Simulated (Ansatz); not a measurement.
Born–Oppenheimer molecular dynamics of AlClFH₃OSi (8 atoms, charge 0, multiplicity 1). It starts from a relaxed structure.

Computed with Ansatz, RHF/6-31G*.

```yaml
ensemble: NVE (velocity Verlet)
time_step: 0.5 fs
steps_asked: 150
starting_velocities_drawn_for: 1500 K
seed: 440220
```

Frames 1 fs apart, positions in Å, forces in eV/Å.

Velocities at 35 fs (Å/ps):

```
Al -4.62 -3.63 4.96
O 5.69 7.91 -1.44
Si 1.02 -0.20 -8.58
H -31.73 -1.06 -5.52
H -1.33 13.35 -39.54
H 0.96 -14.24 -18.99
F -4.28 0.10 -3.48
Cl 3.35 -0.64 7.36
```

```xyz
8
Properties=species:S:1:pos:R:3:forces:R:3 time_fs=35 energy_less_start_eV=0.566 T=770
Al -0.049 0.173 -0.083 -1.03 -1.09 -1.03
O -0.526 -0.104 1.508 0.46 0.63 0.61
Si -1.500 -0.520 2.798 -0.94 -0.46 -1.37
H -2.559 -1.198 1.996 -0.06 -0.18 0.76
H -0.971 -1.386 3.879 0.46 0.04 -0.55
H -2.150 0.564 3.554 0.34 0.43 -0.29
F 1.476 0.039 -0.637 0.06 0.32 0.47
Cl -1.399 0.088 -1.814 0.71 0.31 1.40
8
Properties=species:S:1:pos:R:3:forces:R:3 time_fs=36 energy_less_start_eV=0.527 T=821
Al -0.054 0.170 -0.078 -0.78 -1.00 -1.34
O -0.521 -0.096 1.506 0.28 0.50 0.86
Si -1.499 -0.520 2.789 -1.31 -0.43 -2.05
H -2.591 -1.200 1.994 0.28 -0.02 0.85
H -0.969 -1.373 3.837 0.69 -0.35 -0.08
H -2.147 0.552 3.534 0.23 0.68 -0.10
F 1.472 0.040 -0.640 -0.01 0.32 0.52
Cl -1.395 0.087 -1.807 0.63 0.30 1.34
8
Properties=species:S:1:pos:R:3:forces:R:3 time_fs=37 energy_less_start_eV=0.504 T=851
Al -0.059 0.166 -0.074 -0.52 -0.91 -1.63
O -0.515 -0.087 1.506 0.11 0.39 1.07
Si -1.499 -0.520 2.780 -1.60 -0.29 -2.58
H -2.620 -1.202 2.001 0.53 0.08 0.86
H -0.962 -1.363 3.795 0.89 -0.71 0.39
H -2.143 0.547 3.513 0.13 0.85 0.06
F 1.468 0.040 -0.643 -0.08 0.31 0.56
Cl -1.392 0.087 -1.799 0.55 0.28 1.26
8
Properties=species:S:1:pos:R:3:forces:R:3 time_fs=38 energy_less_start_eV=0.473 T=892
Al -0.065 0.161 -0.070 -0.27 -0.83 -1.88
O -0.509 -0.079 1.506 -0.06 0.28 1.23
Si -1.499 -0.521 2.769 -1.75 -0.13 -2.80
H -2.644 -1.203 2.015 0.67 0.13 0.79
H -0.945 -1.360 3.756 1.01 -0.94 0.70
H -2.137 0.550 3.492 0.09 0.91 0.18
F 1.464 0.040 -0.646 -0.15 0.30 0.60
Cl -1.388 0.086 -1.790 0.46 0.27 1.18
8
Properties=species:S:1:pos:R:3:forces:R:3 time_fs=39 energy_less_start_eV=0.412 T=970
Al -0.070 0.156 -0.067 -0.02 -0.74 -2.08
O -0.503 -0.070 1.506 -0.21 0.18 1.32
Si -1.500 -0.521 2.758 -1.70 -0.01 -2.57
H -2.662 -1.203 2.037 0.71 0.11 0.65
H -0.920 -1.366 3.724 0.95 -0.92 0.74
H -2.130 0.561 3.473 0.11 0.83 0.21
F 1.459 0.041 -0.648 -0.20 0.29 0.63
Cl -1.384 0.086 -1.782 0.36 0.25 1.08
8
Properties=species:S:1:pos:R:3:forces:R:3 time_fs=40 energy_less_start_eV=0.329 T=1077
Al -0.075 0.151 -0.065 0.22 -0.66 -2.22
O -0.497 -0.061 1.508 -0.34 0.10 1.34
Si -1.501 -0.522 2.746 -1.42 0.04 -1.92
H -2.673 -1.202 2.066 0.63 0.05 0.45
H -0.885 -1.380 3.699 0.71 -0.65 0.53
H -2.122 0.580 3.457 0.20 0.62 0.18
F 1.455 0.042 -0.651 -0.24 0.28 0.65
Cl -1.380 0.086 -1.773 0.24 0.23 0.97
8
Properties=species:S:1:pos:R:3:forces:R:3 time_fs=41 energy_less_start_eV=0.255 T=1172
Al -0.081 0.146 -0.063 0.44 -0.58 -2.29
O -0.491 -0.052 1.510 -0.45 0.03 1.28
Si -1.503 -0.523 2.733 -0.94 0.06 -1.01
H -2.678 -1.201 2.098 0.45 -0.07 0.21
H -0.844 -1.401 3.678 0.34 -0.24 0.18
H -2.112 0.605 3.441 0.30 0.32 0.10
F 1.450 0.043 -0.652 -0.27 0.27 0.67
Cl -1.376 0.085 -1.764 0.12 0.21 0.85
8
Properties=species:S:1:pos:R:3:forces:R:3 time_fs=42 energy_less_start_eV=0.222 T=1214
Al -0.086 0.140 -0.063 0.63 -0.51 -2.27
O -0.486 -0.043 1.513 -0.52 -0.03 1.13
Si -1.505 -0.523 2.720 -0.33 0.13 -0.04
H -2.678 -1.200 2.133 0.18 -0.22 -0.05
H -0.799 -1.424 3.660 -0.07 0.19 -0.17
H -2.100 0.634 3.427 0.40 0.00 0.01
F 1.445 0.044 -0.654 -0.27 0.25 0.68
Cl -1.372 0.085 -1.754 -0.01 0.19 0.71
8
Properties=species:S:1:pos:R:3:forces:R:3 time_fs=43 energy_less_start_eV=0.236 T=1197
Al -0.091 0.135 -0.063 0.80 -0.44 -2.17
O -0.481 -0.034 1.517 -0.57 -0.06 0.91
Si -1.507 -0.524 2.706 0.29 0.24 0.82
H -2.677 -1.202 2.167 -0.13 -0.38 -0.30
H -0.755 -1.445 3.640 -0.44 0.55 -0.44
H -2.083 0.662 3.413 0.46 -0.30 -0.06
F 1.440 0.045 -0.655 -0.26 0.23 0.68
Cl -1.368 0.085 -1.745 -0.15 0.17 0.56
8
Properties=species:S:1:pos:R:3:forces:R:3 time_fs=44 energy_less_start_eV=0.279 T=1141
Al -0.095 0.129 -0.064 0.94 -0.38 -1.98
O -0.476 -0.025 1.521 -0.58 -0.09 0.61
Si -1.509 -0.524 2.693 0.83 0.37 1.49
H -2.678 -1.207 2.198 -0.39 -0.50 -0.50
H -0.715 -1.461 3.615 -0.73 0.78 -0.58
H -2.063 0.687 3.398 0.46 -0.53 -0.11
F 1.435 0.046 -0.656 -0.22 0.21 0.67
Cl -1.364 0.085 -1.735 -0.31 0.15 0.39
8
Properties=species:S:1:pos:R:3:forces:R:3 time_fs=45 energy_less_start_eV=0.325 T=1082
Al -0.100 0.123 -0.065 1.06 -0.32 -1.71
O -0.471 -0.016 1.526 -0.55 -0.10 0.26
Si -1.511 -0.524 2.681 1.18 0.44 1.93
H -2.682 -1.216 2.225 -0.52 -0.53 -0.61
H -0.681 -1.470 3.586 -0.91 0.88 -0.60
H -2.037 0.707 3.383 0.39 -0.68 -0.11
F 1.430 0.048 -0.656 -0.16 0.19 0.65
Cl -1.360 0.085 -1.725 -0.48 0.13 0.20
8
Properties=species:S:1:pos:R:3:forces:R:3 time_fs=46 energy_less_start_eV=0.357 T=1041
Al -0.103 0.117 -0.068 1.16 -0.26 -1.38
O -0.467 -0.007 1.530 -0.50 -0.09 -0.15
Si -1.513 -0.524 2.669 1.27 0.41 2.13
H -2.690 -1.231 2.246 -0.47 -0.45 -0.64
H -0.657 -1.470 3.550 -1.00 0.86 -0.51
H -2.009 0.721 3.366 0.28 -0.73 -0.06
F 1.425 0.049 -0.657 -0.08 0.16 0.62
Cl -1.356 0.085 -1.716 -0.65 0.11 -0.01
```

Of the whole run (75 fs, mean temperature of the second half 831 K): The conserved energy stayed within 0.23 meV per atom of its start (net change 0.15 meV per atom), so the integration is sound. Over the second half the temperature averaged 0.55 of the 1500 K drawn at the start: a run that starts near a minimum puts about half its kinetic energy into the potential. A run of 0.075 ps of so small a system gives no equilibrium averages.

Time of the run: 4.8 min on 1 thread of Arm Neoverse V2, on a shared host, peak memory 0.17 GiB.
